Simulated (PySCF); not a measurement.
Problem. What does the PBE0-D3(BJ)/def2-SVP structure of `CC#CC1=C(C)CCCC1` look like in three dimensions?

Solution. 
```
atom  x, y, z in Å
C1     4.1791   -0.1918   -0.5281
C2     2.7393   -0.1471   -0.3374
C3     1.5344   -0.0950   -0.1767
C4     0.1159   -0.1166   -0.0066
C5    -0.5831    0.9972    0.3233
C6     0.0727    2.3154    0.5797
C7    -2.0799    0.9728    0.4712
C8    -2.7381   -0.2671   -0.1160
C9    -1.9718   -1.5142    0.2954
C10   -0.5465   -1.4595   -0.2325
H11    4.5566   -1.2252   -0.4768
H12    4.7031    0.3935    0.2442
H13    4.4671    0.2197   -1.5091
H14   -0.1935    2.6903    1.5831
H15   -0.2817    3.0737   -0.1396
H16    1.1663    2.2526    0.5087
H17   -2.3237    1.0583    1.5484
H18   -2.4981    1.8866    0.0137
H19   -3.7916   -0.3244    0.2003
H20   -2.7437   -0.1924   -1.2176
H21   -1.9533   -1.5802    1.3976
H22   -2.4737   -2.4257   -0.0657
H23    0.0727   -2.2423    0.2341
H24   -0.5303   -1.6804   -1.3157
```

Any rigid rotation of these coordinates is as good. Atoms count from 1 in this order. Of the pairs four or more bonds apart, C3···H16 is among the closest relative to their van der Waals radii: 2.47 Å, 85 % of the sum of Bondi's values. The C–C distances run from 1.217 Å (C2≡C3, drawn triple) to 1.522 Å (C7–C8, drawn single), a spread of 0.305 Å. The 6-membered ring C4–C5–C7–C8–C9–C10 has internal angles of 110.2° to 122.6°; it is puckered, 0.20 Å rms from its mean plane, widest ring torsion 61°.

Bonds between heavy atoms (Å): C1–C2 1.453, C2≡C3 1.217, C3–C4 1.429, C4=C5 1.356, C5–C6 1.494, C5–C7 1.504, C7–C8 1.522, C8–C9 1.520, C9–C10 1.521, C4–C10 1.514.

Theory: PBE0-D3(BJ)/def2-SVP geometry optimisation, gas phase in PySCF 2.14.0.

Point group: C1 (no symmetry element, even within 0.4 Å). Not checked by PBE0-D3(BJ)/def2-SVP frequencies. The numbers are those of one conformer (C4–C5–C7–C8 -15°, C5–C7–C8–C9 45°, C7–C8–C9–C10 -61°, C8–C9–C10–C4 46°).
